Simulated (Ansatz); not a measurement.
Coupled-cluster run, ClFH2OSiTe (`O[Si](F)(Cl)[TeH]`).

```yaml
crystal:
  periodic: [false, false, false]
  atoms:
    - {symbol: O, position_ang: [-1.057022, -1.295897, -0.583822]}
    - {symbol: Si, position_ang: [0.165677, -0.435507, 0.046354]}
    - {symbol: F, position_ang: [1.444230, -1.339837, -0.165943]}
    - {symbol: Cl, position_ang: [-0.038657, -0.163555, 2.057063]}
    - {symbol: Te, position_ang: [0.362132, 1.735865, -1.120272]}
    - {symbol: H, position_ang: [-1.949562, -0.965585, -0.465788]}
    - {symbol: H, position_ang: [1.134404, 2.396616, 0.186708]}
basis:
  gaussian: {orbitals: def2-SVP}
correlation: {method: ccsd_t}
```

```sh
$ ansatz run in.yaml --threads 4 --pin off --events-out ev --progress --plain
```

Output of Ansatz, abridged:

```
Functional definition: HF
1016 factors; integrals over basis functions are off by at most 9.4e-4 eV
mean field evaluation 1: about -32397.2185 eV, gradient 3.9e1 eV
mean field evaluation 2: about -32397.2251 eV, gradient 3.9e1 eV
mean field evaluation 4: about -32400.3727 eV, gradient 2.4e0 eV
mean field evaluation 8: about -32400.3987 eV, gradient 1.8e-1 eV
mean field -32400.39887520 eV, -1190.6926968844 hartree, gradient 2.1e-6 eV, S^2 0.000000; 0 other end points of the search recorded, 0 dependent functions left out
16 core orbitals not correlated: weight in the atoms' cores, before any rotation towards them, 1.000 or more for the frozen orbitals, at most 0.000 for the correlated occupied ones
reference -32400.39887520 eV, -1190.6926968844 hartree; 21, 21 occupied and 63, 63 virtual orbitals, 1016 factors
second order -19.36147535 eV of doubles, -0.00000000 eV of singles
cycle   1  -19.76407096 eV  change   -4.0e-1 eV  update   9.8e-2
cycle   2  -20.17307358 eV  change   -4.1e-1 eV  update   2.8e-2
cycle   3  -20.27355111 eV  change   -1.0e-1 eV  update   1.5e-2
cycle   4  -20.26997780 eV  change    3.6e-3 eV  update   3.0e-3
cycle   5  -20.26814839 eV  change    1.8e-3 eV  update   1.2e-3
cycle   6  -20.26810560 eV  change    4.3e-5 eV  update   3.8e-4
cycle   7  -20.26794414 eV  change    1.6e-4 eV  update   1.2e-4
cycle   8  -20.26790032 eV  change    4.4e-5 eV  update   4.2e-5
perturbative correction -0.44073533 eV, -0.0161967245 hartree
Total energy: -32421.10751085 eV, -1191.4537252076 hartree
```

Run time 7.5 s (4 threads of a server CPU on a shared host); peak host memory 0.45 GiB.

The correlation energy is -20.709 eV, 2.1 % of it from (T); the T1 diagnostic reads 0.0101.
